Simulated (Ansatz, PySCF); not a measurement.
C4H10Te, SMILES CC(C)(C)[TeH]. Atoms are numbered in the order given.

```xyz
15

Te     0.0227    -0.9952     0.0000
H     -1.6400    -1.1051     0.0000
C     -0.0070     1.2190     0.0000
C     -0.7132     1.7105    -1.2551
C     -0.7132     1.7105     1.2551
C      1.4574     1.6410     0.0000
H     -0.7032     2.8158    -1.2720
H     -1.7645     1.3871    -1.2859
H     -0.2188     1.3506    -2.1688
H     -1.7645     1.3871     1.2859
H     -0.2188     1.3506     2.1688
H     -0.7032     2.8158     1.2720
H      1.9895     1.2792     0.8934
H      1.9895     1.2792    -0.8934
H      1.5191     2.7433     0.0000
```

Geometry optimised at PBE0-D3(BJ)/def2-SVP. The def2 effective core potentials stand for the cores of Te; spin–orbit coupling is left out.

Two levels are set side by side: PBE-D3(BJ)/def2-SVP (Ansatz, a first-principles code) and PBE0-D3(BJ)/def2-SVP (Ansatz). Each level has its own optimised geometry; the coordinates shown are those of the second. Frequencies come from the Hessian of PySCF at each geometry. Differences are taken from unrounded values.

```json
[
 {"quantity": "mean bond length (Å)", "PBE0-D3(BJ)": "1.312", "PBE-D3(BJ)": "1.322", "PBE-D3(BJ) minus PBE0-D3(BJ)": "0.010"},
 {"quantity": "bond Te1–C3 (Å)", "PBE0-D3(BJ)": "2.214", "PBE-D3(BJ)": "2.247", "PBE-D3(BJ) minus PBE0-D3(BJ)": "0.032"},
 {"quantity": "bond C3–C4 (Å)", "PBE0-D3(BJ)": "1.522", "PBE-D3(BJ)": "1.529", "PBE-D3(BJ) minus PBE0-D3(BJ)": "0.008"},
 {"quantity": "bond C3–C5 (Å)", "PBE0-D3(BJ)": "1.522", "PBE-D3(BJ)": "1.529", "PBE-D3(BJ) minus PBE0-D3(BJ)": "0.008"},
 {"quantity": "bond C3–C6 (Å)", "PBE0-D3(BJ)": "1.524", "PBE-D3(BJ)": "1.532", "PBE-D3(BJ) minus PBE0-D3(BJ)": "0.008"},
 {"quantity": "bond Te1–H2 (Å)", "PBE0-D3(BJ)": "1.666", "PBE-D3(BJ)": "1.683", "PBE-D3(BJ) minus PBE0-D3(BJ)": "0.017"},
 {"quantity": "bond C4–H7 (Å)", "PBE0-D3(BJ)": "1.105", "PBE-D3(BJ)": "1.114", "PBE-D3(BJ) minus PBE0-D3(BJ)": "0.009"},
 {"quantity": "bond C4–H8 (Å)", "PBE0-D3(BJ)": "1.100", "PBE-D3(BJ)": "1.108", "PBE-D3(BJ) minus PBE0-D3(BJ)": "0.008"},
 {"quantity": "bond C4–H9 (Å)", "PBE0-D3(BJ)": "1.099", "PBE-D3(BJ)": "1.107", "PBE-D3(BJ) minus PBE0-D3(BJ)": "0.008"},
 {"quantity": "bond C5–H10 (Å)", "PBE0-D3(BJ)": "1.100", "PBE-D3(BJ)": "1.108", "PBE-D3(BJ) minus PBE0-D3(BJ)": "0.008"},
 {"quantity": "bond C5–H11 (Å)", "PBE0-D3(BJ)": "1.099", "PBE-D3(BJ)": "1.107", "PBE-D3(BJ) minus PBE0-D3(BJ)": "0.008"},
 {"quantity": "bond C5–H12 (Å)", "PBE0-D3(BJ)": "1.105", "PBE-D3(BJ)": "1.114", "PBE-D3(BJ) minus PBE0-D3(BJ)": "0.009"},
 {"quantity": "bond C6–H13 (Å)", "PBE0-D3(BJ)": "1.101", "PBE-D3(BJ)": "1.109", "PBE-D3(BJ) minus PBE0-D3(BJ)": "0.008"},
 {"quantity": "bond C6–H14 (Å)", "PBE0-D3(BJ)": "1.101", "PBE-D3(BJ)": "1.109", "PBE-D3(BJ) minus PBE0-D3(BJ)": "0.008"},
 {"quantity": "bond C6–H15 (Å)", "PBE0-D3(BJ)": "1.104", "PBE-D3(BJ)": "1.112", "PBE-D3(BJ) minus PBE0-D3(BJ)": "0.008"},
 {"quantity": "highest harmonic wavenumber (cm⁻¹)", "PBE0-D3(BJ)": "3165", "PBE-D3(BJ)": "3076", "PBE-D3(BJ) minus PBE0-D3(BJ)": "-89"},
 {"quantity": "mean harmonic wavenumber (cm⁻¹)", "PBE0-D3(BJ)": "1439", "PBE-D3(BJ)": "1392", "PBE-D3(BJ) minus PBE0-D3(BJ)": "-47"},
 {"quantity": "zero-point energy (kcal/mol)", "PBE0-D3(BJ)": "80.24", "PBE-D3(BJ)": "77.63", "PBE-D3(BJ) minus PBE0-D3(BJ)": "-2.61"}
]
```

Exact exchange shortens and stiffens bonds; PBE has none. Differences between two approximate levels are no errors against the true value.
